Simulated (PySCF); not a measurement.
Electronic absorption of C4H4N2O

Species: C₄H₄N₂O.
Z-matrix (Å and degrees, GFN2-xTB geometry), rows numbered from 1:
```
C 
C   1  1.3279
C   2  1.4396  1  123.27
N   3  1.3006  2  126.49  1   179.91
N   4  1.3426  3  107.32  2  -179.88
C   5  1.2890  4  106.76  3     0.03
O   6  1.3404  5  112.62  4    -0.03
H   1  1.0776  2  121.62  3     0.10
H   1  1.0755  2  121.48  3  -179.90
H   2  1.0791  1  122.83  3   179.94
H   6  1.0700  5  127.31  4   179.92
```

Level of theory: TDDFT CAM-B3LYP/def2-SVPD, vertical, gas phase, core orbitals frozen in the response in PySCF.

Problem. What does the calculation give for the low-lying excited states?

Solution. 

```json
{"state": "S1", "E (eV)": "5.24", "E (kJ/mol)": "506", "λ (nm)": "236.5", "f": "0.0004", "|μ| (D)": "0.14", "symmetry": "–", "main configurations (H = HOMO, L = LUMO)": "H-1→L (93%)"}
{"state": "S2", "E (eV)": "5.54", "E (kJ/mol)": "534", "λ (nm)": "223.9", "f": "0.464", "|μ| (D)": "4.70", "symmetry": "A′", "main configurations (H = HOMO, L = LUMO)": "H→L (97%)"}
{"state": "S3", "E (eV)": "6.54", "E (kJ/mol)": "631", "λ (nm)": "189.6", "f": "0.0098", "|μ| (D)": "0.63", "symmetry": "A″", "main configurations (H = HOMO, L = LUMO)": "H-1→L+2 (69%), H-3→L (22%)"}
{"state": "S4", "E (eV)": "7.00", "E (kJ/mol)": "676", "λ (nm)": "177.0", "f": "0.0001", "|μ| (D)": "0.06", "symmetry": "–", "main configurations (H = HOMO, L = LUMO)": "H-3→L (70%), H-1→L+2 (21%)"}
{"state": "S5", "E (eV)": "7.14", "E (kJ/mol)": "689", "λ (nm)": "173.7", "f": "0.027", "|μ| (D)": "1.01", "symmetry": "A″", "main configurations (H = HOMO, L = LUMO)": "H→L+1 (90%)"}
{"state": "S6", "E (eV)": "7.17", "E (kJ/mol)": "692", "λ (nm)": "172.9", "f": "0.059", "|μ| (D)": "1.47", "symmetry": "A′", "main configurations (H = HOMO, L = LUMO)": "H→L+2 (78%), H-4→L (13%)"}
{"state": "S7", "E (eV)": "7.67", "E (kJ/mol)": "740", "λ (nm)": "161.6", "f": "0.089", "|μ| (D)": "1.75", "symmetry": "A′", "main configurations (H = HOMO, L = LUMO)": "H-2→L (90%)"}
{"state": "S8", "E (eV)": "7.87", "E (kJ/mol)": "760", "λ (nm)": "157.5", "f": "0.0015", "|μ| (D)": "0.22", "symmetry": "–", "main configurations (H = HOMO, L = LUMO)": "H→L+3 (76%)"}
```

Triplets (Tamm–Dancoff): T1 3.37 eV, H→L (91%); T2 4.77 eV, H-1→L (86%); T3 4.94 eV, H→L+2 (47%), H-2→L (38%).

The lowest singlet comes at 236 nm (506 kJ/mol) in the ultraviolet; it is dark (f under 0.0005); its leading configuration is HOMO-1→LUMO (93%). The strongest level in the table is S2 at 5.54 eV (224 nm, f = 0.464). Löwdin shares by element: HOMO carbon 52% or more, nitrogen 16% or more (atoms not listed hold the other 33%); LUMO carbon 55% or more, nitrogen 13% or more (atoms not listed hold the other 32%). Orbital energies (eV): HOMO-3 -11.25, HOMO-2 -11.24, HOMO-1 -9.49, HOMO -8.78, LUMO -0.62, LUMO+1 1.24, LUMO+2 1.40. Of the 8 states listed, 4 reach f = 0.01 and 2 stay under 0.0005. The listed states span 2.63 eV, and the widest gap between neighbours is 1.00 eV (S2 to S3). No computed singlet lies in the visible range (380 to 750 nm); the lowest, at 236 nm, stands 1.98 eV above its violet end (3.26 eV). Symmetry labels in Cs follow from the direction of the transition dipole and are given only for states with f of 0.002 or more. Only the lowest 8 singlets were computed, as vertical energies without vibronic structure.

One conformer stands for the species.
